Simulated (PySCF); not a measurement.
## Spinor energies of In³⁺ (indium, charge +3)

Start: [Kr] 4d9 5p1; 4d3/2 filled at m_j = -3/2, -1/2, +1/2, +3/2; 4d5/2 filled at m_j = -3/2, -1/2, +1/2, +3/2, +5/2; 5p3/2 filled at m_j = +3/2. Calculated with PySCF 2.14 in x2c-TZVPall-2c: generalised Hartree-Fock with the X2C-1e Hamiltonian and a Gaussian nucleus; one run each with spin-orbit coupling (SO) switched off, then screened by Boettger's factors. This is a chosen level, not necessarily the ground level.

| spinor shell | electrons | ε, spin-free (eV) | ε, screened SO (eV) | weight of nominal j (screened SO) | rms radius, screened SO (bohr) |
| --- | --- | --- | --- | --- | --- |
| 1s1/2 | 2 | -28119.8 | -28117.4 | 1.000 | 0.0340 |
| 2s1/2 | 2 | -4333.7 | -4333.1 | 1.000 | 0.139 |
| 2p1/2 | 2 | -3886.7 | -4032.9 | 1.000 | 0.120 |
| 3s1/2 | 2 | -892.12 | -891.97 | 1.000 | 0.371 |
| 3p1/2 | 2 | -742.15 | -769.48 | 1.000 | 0.365 |
| 3p3/2 | 4 | -742.15 | -729.62 | 1.000 | 0.376 |
| 3d3/2 | 4 | -509.81 | -514.72 | 0.999 | 0.350 |
| 3d5/2 | 6 | -509.81 | -506.43 | 0.999 | 0.353 |
| 4s1/2 | 2 | -180.94 | -180.95 | 1.000 | 0.903 |
| 4p1/2 | 2 | -133.61 | -139.31 | 0.990 | 0.960 |
| 4p3/2 | 4 | -133.61 | -131.01 | 0.995 | 0.987 |
| 4d3/2 | 4 | -63.488 | -64.343 | 0.913 | 1.20 |
| 4d5/2 | 5 | -63.488 | -62.938 | 0.930 | 1.21 |
| 5p3/2 | 1 | -30.246 | -30.021 | 1.000 | 2.78 |

(1) Where does 2p3/2 lie, and what is the 2p spin-orbit splitting (screened SO)?

```tsv
quantity	spin-free	screened SO
E (hartree)	-5874.92526	-5876.21333
M_J	4	4
⟨J²⟩	20.006	20.006
⟨L²⟩	12.005	12.021
⟨S²⟩	2.001	2.017
```

Each row is a mean over spinors that exchange with the open shell spreads, by up to 6.812 eV (4p3/2).

Breit and QED terms are absent; they matter most for the inner s and p1/2 levels.

Densities and radii are taken from the X2C orbitals without a picture-change correction, which distorts them close to the nucleus.

Without spin-orbit coupling the j labels of p, d and f shells carry no meaning; the spin-free column gives the mean over the occupied spinors of each nl shell.

## Answers

(1) At -3819.7 eV, 213.22 eV above 2p1/2.
